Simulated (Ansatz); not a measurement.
A nudged elastic band was laid between two geometries of C₂H₇As (10 atoms, charge 0, multiplicity 1).

Theory: RKS B3LYP/def2-mTZVP (Ansatz 0.2.0).

```json
{
 "movable images": "7",
 "climbing image": "yes",
 "spring": "5.0 eV/Å²",
 "optimiser": "quadratic models (default)",
 "start path": "through a guess of the saddle point",
 "force threshold": "0.05 eV/Å",
 "iteration limit": "60",
 "end points": "relaxed"
}
```

First end point:

```xyz
10
Properties=species:S:1:pos:R:3
C -1.023 0.765 -0.796
As 0.484 -0.531 -0.944
C 0.716 -0.892 1.002
H -1.932 0.221 -0.540
H -1.178 1.249 -1.760
H -0.839 1.527 -0.040
H 1.579 0.541 -1.014
H -0.104 -1.523 1.345
H 1.649 -1.433 1.159
H 0.731 0.024 1.591
```

Last end point:

```xyz
10
Properties=species:S:1:pos:R:3
C -1.053 0.761 -0.638
As 0.462 -0.410 -0.276
C 0.728 -0.608 1.519
H -1.930 0.371 -0.126
H -1.233 0.828 -1.709
H -0.826 1.752 -0.248
H 1.420 0.094 -1.408
H 0.115 -1.748 -0.876
H 1.415 -1.418 1.752
H 0.986 0.326 2.014
```

**Question.** Which bonds break or form, and what moves?

**Answer.** Bonds broken: C3–H8. Bonds formed: As2–H8.

**Question.** What energy profile does the band end with?

**Answer.** The forces met the threshold. The highest image is number 5 of 0 to 8, 4.18 eV above the first end and 1.43 eV above the last; the last end lies 2.75 eV above the first. Neighbouring images differ by up to 2.1 eV, so the band resolves the path poorly. A vibrational analysis at the climbing image gives one clearly imaginary mode, 1074i cm⁻¹: a first-order saddle point. The orbitals stay closed-shell, which can raise the energy where a bond breaks towards radicals; this wasn't checked here.

```tsv
image	path coordinate (Å)	energy (eV)	C3–H8 (Å)	As2–H8 (Å)
0	0.00	0.00	1.09	2.56
1	0.43	0.01	1.09	2.54
2	0.87	0.21	1.09	2.34
3	1.30	1.14	1.16	2.02
4	1.73	3.26	1.49	1.78
5	2.17	4.18	1.90	1.61
6	2.63	3.64	2.22	1.52
7	3.10	2.92	2.51	1.50
8	3.56	2.75	2.72	1.51
```

**Question.** What is the geometry of the highest image?

**Answer.** 
```xyz
10
Properties=species:S:1:pos:R:3
C -1.030 0.733 -0.733
As 0.544 -0.419 -0.524
C 0.877 -0.627 1.293
H -1.871 0.295 -0.200
H -1.269 0.830 -1.792
H -0.822 1.723 -0.331
H 1.507 0.503 -1.414
H -0.201 -1.685 0.146
H 1.345 -1.571 1.535
H 1.005 0.167 2.023
```

The run took 4.3 min on 2 threads of Intel(R) Xeon(R) Platinum 8259CL CPU @ 2.50GHz (Skylake/Cascade Lake), with other jobs on the host, peak memory 0.22 GiB.
